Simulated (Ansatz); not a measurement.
FIPb (SMILES [F][Pb][I]), singlet, at a GFN2-xTB geometry (such geometries of metal compounds can be far from the true shape) (core potentials on I, Pb), with bond 3-1 at 1.8 times its length; SC-NEVPT2/def2-SVP, CASSCF(4,6) (Ansatz, an electronic-structure program).

Input for Ansatz:
Ansatz 0.2 input:
```yaml
crystal:
  periodic: [false, false, false]
  atoms:
    - {symbol: Pb, position_ang: [0.52292973, -0.43120018, 0.70831392]}
    - {symbol: F, position_ang: [1.72556379, -1.49263533, -0.64158137]}
    - {symbol: I, position_ang: [-2.40209025, 2.00205147, -2.34313257]}
basis:
  gaussian:
    orbitals: def2-SVP
magnetization: {spin_polarized: false}
correlation: {method: sc_nevpt2, electrons: all, active_space: {window: {electrons: 4, orbitals: 6}}}
```

It wrote (shortened):

```
Functional definition: HF
812 factors; integrals over basis functions are off by at most 2.5e-4 eV
mean field evaluation 1: about -15991.9346 eV, gradient 3.6e1 eV
mean field evaluation 2: about -15991.9692 eV, gradient 3.6e1 eV
mean field evaluation 4: about -15995.3809 eV, gradient 2.2e0 eV
mean field evaluation 8: about -15995.4261 eV, gradient 3.9e-1 eV
mean field evaluation 16: about -15995.4292 eV, gradient 1.5e-6 eV
mean field -15995.42916328 eV, -587.8211796594 hartree, gradient 1.5e-6 eV, S^2 0.000000; 0 other end points of the search recorded, 0 dependent functions left out; unrestricted orbitals would lower it
reference -15995.42916328 eV, -587.8211796594 hartree; 28, 28 occupied and 38, 38 virtual orbitals, 812 factors
state -15996.94005749 eV, -587.8767039974 hartree
state -15996.94005749 eV, -587.8767039974 hartree; corrected -16007.01510991 eV, -588.2469553448 hartree
state -15996.83721514 eV, -587.8729246106 hartree
state -15996.83721514 eV, -587.8729246106 hartree; corrected -16007.17961902 eV, -588.2530009430 hartree
state -15996.83721514 eV, -587.8729246106 hartree; corrected -16007.17961902 eV, -588.2530009430 hartree
the orbitals are reached from a further start. From the first start the search ends at -15996.93999650 eV, -587.8767017559 hartree
WARN: the results are in doubt because another end's mean lies 0.103 eV lower, and its corrected mean 0.165 eV higher
Total energy: -16007.17961902 eV, -588.2530009430 hartree
In doubt: another end's mean lies 0.103 eV lower, and its corrected mean 0.165 eV higher
```
